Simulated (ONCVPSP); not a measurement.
Ranking ONCV potentials for boron

All share these settings but for the change named:

```json
{
 "Element": "boron",
 "Generator": "ONCVPSP 4.0.1",
 "Type": "optimised norm-conserving Vanderbilt (ONCV)",
 "Functional": "LDA (Perdew-Wang 92)",
 "Relativity": "scalar-relativistic",
 "Frozen core": "[He]",
 "Valence charge": "3",
 "Reference configuration": "2s2 2p0.5 (charge +0.5)",
 "Partial waves": "2s: rc 1.15 bohr, ncon 5, nbas 9, qcut 5.9 1/bohr, 1 projector; 2p: rc 1.90 bohr, ncon 3, nbas 7, qcut 3.8 1/bohr, 2 projectors, debl 1.8 Ha; d scattering state at 0.27 Ha: rc 1.95 bohr, ncon 3, nbas 7, qcut 4.9 1/bohr, 3 projectors, debl 2.3 Ha",
 "Local potential": "polynomial inside 0.75 bohr (lpopt 5, dvloc0 0 Ha)",
 "Core correction": "polynomial model core, fcfact 0.2"
}
```

Cutoff: the first of the cutoffs (Ha) at which the residual kinetic energy of the hardest occupied pseudo-wave falls to 1 and 0.1 mHa per electron; the density cutoff is not measured.

The base gives 22 Ha.

Of 7 variants that were run, those that failed, showed a ghost or another fault, or gave nearly equal values are left out.

A variant can come out equal or close to the base.

(1) Rank these variants from softest to hardest (loose cutoff).
A. s: rc 1.58
B. functional PBE
C. p: qcut 4.4

Answers

(1) C (12 Ha), B (17 Ha), A (22 Ha).
